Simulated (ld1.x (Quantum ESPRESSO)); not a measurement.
cerium: excitation energies, all-electron against TM

ld1.x (Quantum ESPRESSO) 7.5 input, shortened:

```
&input
   title='Ce', zed=58., rel=1, dft='PZ', iswitch=3,
   config='[Xe] 4f1 5d1 6s2 6p0'
 /
 &inputp
   pseudotype=2, tm=.true., lloc=-1, rcloc=2.30,
   nlcc=.false.
 /
3
5S  1  0   2.00   0.00  2.75  2.75  0.0
5P  2  1   6.00   0.00  2.75  2.75  0.0
5D  3  2   1.00   0.00  2.30  2.30  0.0
 &test
   configts(1)='5s2 5p6 5d1 6s2 6p0'
 /
```

Occupied shells without a wave of their own: 6s. They enter only through the test configuration that unscreens the potential.

Energies are relative to the spin-unpolarised reference configuration 5s2 5p6 5d1 6s2 6p0; without spin polarisation the order of configurations can differ from experiment.

```csv
valence configuration,charge,ΔE all-electron (eV),error AE − PS (meV)
5s2 5p6 5d1 6s1 6p0,+1,6.270,-648
5s2 5p6 5d0 6s0 6p0,+3,36.955,-2601
5s2 5p6 5d1 6s0 6p1,+1,9.424,-1399
5s2 5p6 5d2 6s0 6p0,+1,6.510,-1147
5s1 5p6 5d1 6s2 6p0,+1,45.914,+64
```

Task: What are ΔE and the potential's error for 5s2 5p6 5d1 6s0 6p0?

Result: ΔE = 17.617 eV all-electron; the error (AE − PS) is -1787 meV.

Task: What are ΔE and the potential's error for 5s2 5p6 5d1 6s1 6p1?

Result: ΔE = 2.533 eV all-electron; the error (AE − PS) is -500 meV.

These tests converged, but a pseudo level misses the all-electron one widely, so the file describes the atom poorly there or has found another state: 5s2 5p6 5d0 6s0 6p0: empty 6s by 2.3 eV. The 6s level has no wave, so the channel is fitted at the deeper level alone: the likely source of the large errors.

The potential misses its own reference levels by up to 0.5 eV.
